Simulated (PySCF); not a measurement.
`CS[SiH]1CC=CC1`: 4 charge schemes on one density

C5H10SSi.
Z-matrix (Å and degrees, PBE0-D3(BJ)/def2-SVP geometry), rows numbered from 1:
```
C 
S   1  1.8219
Si  2  2.1431  1  100.20
C   3  1.9003  2  115.23  1   -72.42
C   4  1.5071  3  101.99  2  -118.71
C   5  1.3413  4  119.65  3     2.52
C   6  1.5067  5  119.55  4     0.09
H   1  1.0994  2  111.31  3   -60.23
H   1  1.0994  2  111.62  3    62.72
H   1  1.0983  2  106.84  3  -178.77
H   3  1.4976  2  108.73  1    54.19
H   4  1.1035  3  113.20  2   120.88
H   4  1.1043  3  112.06  2     0.51
H   5  1.0960  4  119.69  3  -177.88
H   6  1.0959  5  120.78  4   179.57
H   7  1.1042  3  112.21  2     3.43
H   7  1.1032  3  112.72  2  -116.28
```

Density: PBE0/pcSseg-1 (PySCF); schemes: Mulliken, IAO, Hirshfeld and ESP-fitted. The structure is a single PBE0-D3(BJ)/def2-SVP conformer in the gas phase; no vibrational or solvent corrections.

Q: Tabulate the Mulliken, IAO, Hirshfeld and ESP-fitted charges.

A: In e:

```csv
atom,environment,Mulliken,IAO,Hirshfeld,ESP-fitted
C1,S-methyl carbon,-0.418,-0.493,-0.115,-0.335
S2,sulfur bonded to C and Si,-0.300,-0.178,-0.102,-0.278
Si3,SiH silicon,+0.818,+0.827,+0.336,+0.347
C4,sp3 carbon bound to silicon,-0.512,-0.558,-0.166,+0.051
C5,alkene CH carbon,-0.165,-0.149,-0.051,-0.303
C6,alkene CH carbon,-0.166,-0.151,-0.051,-0.048
C7,sp3 carbon bound to silicon,-0.518,-0.546,-0.161,-0.333
H8,methyl hydrogen,+0.157,+0.152,+0.044,+0.124
H9,methyl hydrogen,+0.153,+0.149,+0.044,+0.115
H10,methyl hydrogen,+0.163,+0.168,+0.051,+0.187
H11,Si–H hydrogen,-0.065,-0.131,-0.084,-0.077
H12,methylene hydrogen,+0.156,+0.152,+0.040,+0.020
H13,methylene hydrogen,+0.163,+0.154,+0.039,+0.040
H14,vinylic hydrogen,+0.104,+0.144,+0.044,+0.131
H15,vinylic hydrogen,+0.105,+0.145,+0.044,+0.095
H16,methylene hydrogen,+0.166,+0.158,+0.043,+0.142
H17,methylene hydrogen,+0.159,+0.156,+0.044,+0.122
```

Mean size of the charges over all atoms: IAO 0.260 e, Mulliken 0.252 e, ESP-fitted 0.162 e, Hirshfeld 0.086 e. Each set sums to the total charge, 0, to within 0.001 e. The Mulliken scheme gives each basis function's population to the atom it is centred on and halves the overlap population of two atoms between them. The ESP scheme fits charges at the nuclei, held to the total charge, to the electrostatic potential on points at 1.4 to 2.0 times the van der Waals radii.

Lowest charge. The schemes don't all agree: Mulliken C7 (-0.518); IAO C4 (-0.558); Hirshfeld C4 (-0.166); ESP-fitted C1 (-0.335).

Highest charge. All schemes agree: Mulliken Si3 (+0.818); IAO Si3 (+0.827); Hirshfeld Si3 (+0.336); ESP-fitted Si3 (+0.347).

Q: Sum the charges by element, for elements with more than one atom.

A: 
```
element  atoms  Mulliken     IAO  Hirshfeld  ESP-fitted
      C      5    -1.780  -1.897     -0.544      -0.968
      H     10    +1.262  +1.248     +0.310      +0.898
```

Q: How many electrons does the IAO scheme count on C5?

A: Z − q = 6 − (-0.149) = 6.149.

Q: How closely do the schemes follow one another over all atoms?

A: Correlation coefficient and root-mean-square difference: Mulliken with IAO 0.99, 0.043 e; Mulliken with Hirshfeld 0.98, 0.208 e; IAO with Hirshfeld 0.97, 0.220 e; Mulliken with ESP-fitted 0.81, 0.196 e; IAO with ESP-fitted 0.79, 0.211 e; Hirshfeld with ESP-fitted 0.79, 0.127 e.
